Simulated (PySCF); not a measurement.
H6O7Si2, triplet, at the geometry of the source list (a higher spin typed on purpose: for a closed-shell molecule this is an excited state). Base run: DF-B3LYP/def2-SVP (PySCF).

Input for PySCF:
```python
from pyscf import gto, scf, dft

mol = gto.M(
    atom='''
O     2.808100    0.416000    0.647600
Si    1.463100   -0.424400    0.326900
O     1.660500   -1.346300   -0.986800
O     1.130800   -1.366900    1.598400
O     0.274900    0.665700    0.048100
Si   -1.296400    0.507700   -0.287700
O    -1.741800    1.818200   -1.141000
O    -1.488100   -0.893400   -1.092300
O    -2.244100    0.431200    1.023400
H     3.161800    0.981300   -0.030600
H     0.876400   -1.760700   -1.340100
H     1.171700   -0.994500    2.474200
H    -1.173800    2.118400   -1.844100
H    -2.330500   -1.333000   -1.006200
H    -2.272800    1.180800    1.610100
''',
    basis='def2-svp',
    charge=0,
    spin=2,
    verbose=4,
)

mf = dft.UKS(mol)
mf.xc = 'b3lyp'
mf = mf.density_fit(auxbasis='def2-universal-jkfit')
mf.kernel()
mf.analyze()
```

The base run was repeated with changes; each row names its change, and settings that it needs were set with it.

```csv
change,basis functions,E (Eh),HOMO (eV),dipole (D),core-seconds (rough)
base,164,-1108.70045,-1.01,1.34,90
basis = LANL2DZ,91,-537.90427,-1.29,2.14,60
basis = 3-21G,?,?,?,?,70
basis = def2-SV(P),146,-1108.64347,-1.08,1.41,80
basis = pc-1,164,-1109.22510,-1.42,1.43,100
basis = pcseg-1,164,-1109.18789,-1.51,1.28,100
basis = 6-311G**,?,?,-1.51,1.28,100
basis = 6-311++G**,256,-1109.54083,-2.41,0.43,200
basis = def2-SVPD,257,-1108.79814,-2.16,0.69,200
```

### Question
What belongs in the gaps?

### Answer

- basis = 3-21G, basis functions: 101
- basis = 3-21G, E (Eh): -1103.23588
- basis = 3-21G, HOMO (eV): -0.46
- basis = 3-21G, dipole (D): 1.69
- basis = 6-311G**, basis functions: 214
- basis = 6-311G**, E (Eh): -1109.49818

Totals compare only among sets that treat the same electrons; sets with core potentials leave the core out.

Open shells are given as the SCF converged; they aren't shown to be the lowest states, and a large step between rows can be another state.
